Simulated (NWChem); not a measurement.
Species: CH6GeS; SMILES C[S][GeH3]

```xyz
9

Ge     0.0604     1.0132     0.0000
S     -0.6884    -1.0787     0.0000
C      0.8934    -1.9798     0.0000
H     -1.1874     1.9078     0.0000
H      0.9172     1.2749     1.2552
H      0.9172     1.2749    -1.2552
H      1.4872    -1.7604    -0.8992
H      0.6438    -3.0499     0.0000
H      1.4872    -1.7604     0.8992
```
Atoms are numbered in this order, from 1.

All runs use the structure optimised with PBE0/def2-SVP.

**Question.** Give the principal values of the shielding tensors (ppm) of Ge1, S2, C3 from Hartree-Fock/6-31G* (spherical d), GIAO (NWChem), with their diamagnetic and paramagnetic parts as GIAO splits them.

**Answer.** 
```
atom     σ11     σ22     σ33  isotropic  diamagnetic  paramagnetic
----  ------  ------  ------  ---------  -----------  ------------
Ge1   1677.4  1735.1  1864.8     1759.1       2757.9        -998.8
S2     717.4   731.3   968.8      805.9       1055.7        -249.9
C3     179.5   180.6   202.3      187.5        253.4         -65.9
```
